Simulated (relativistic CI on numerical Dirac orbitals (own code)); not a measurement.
**Cu: what numerical and physical settings do to a radial Dirac CI calculation**

Reference input:

```
atom Cu  Z=29  charge=0  electrons=29
nucleus A=63  rms_radius_fm=3.8823
hamiltonian dirac-coulomb  breit=on  qed=on  c_scale=1
orbitals kli  potential=per-configuration
slater_scale 1
correlation none
mixing on
grid step=0.0125 r_max=149
scf mixing=0.4 start=green max_iterations=150 tolerance=2e-08 node_fill=0.05
configurations
  [Ar] 3d10 4s
  [Ar] 3d9 4s2
end
```

Computed lowest total energy -1652.30913 Ha, first excitation 1291.3 cm⁻¹, 25 SCF steps. Runs with settings changed; * marks those that are bad on purpose (the QED terms keep the true α when c is scaled):

```
                                                      Changed        Outcome    Lowest level  ΔE (Ha)  First excitation (cm⁻¹)  SCF steps                                                                    Message
                                           speed of light × 2      converged  3d10.4s 2S_1/2     10.4                   1841.4         26                                                                           
                                           iteration limit 20      converged  3d9.4s2 2D_5/2        0                   1291.3         25                                                                           
Slater scale 0.5, start potential thomas-fermi, QED terms off      converged  3d9.4s2 2D_5/2   -0.455                   1307.6         24                                                                           
                                        speed of light × 1.25      converged  3d10.4s 2S_1/2     5.02                    214.2         25                                                                           
                                       speed of light × 0.2 *  not converged                                                            1  SCF of 1s2 2s2 2p6 3s2 3p6 3d10 4s stopped: an orbital could not be found
                                              grid step 0.3 *      converged  3d9.4s2 2D_5/2    0.112                   1951.5         26                                orbitals of one symmetry overlap by 1.4e-03
```

With so few configurations and no correlation the model can put configurations in the wrong order; the tabulated ground configuration is [Ar] 3d10 4s.
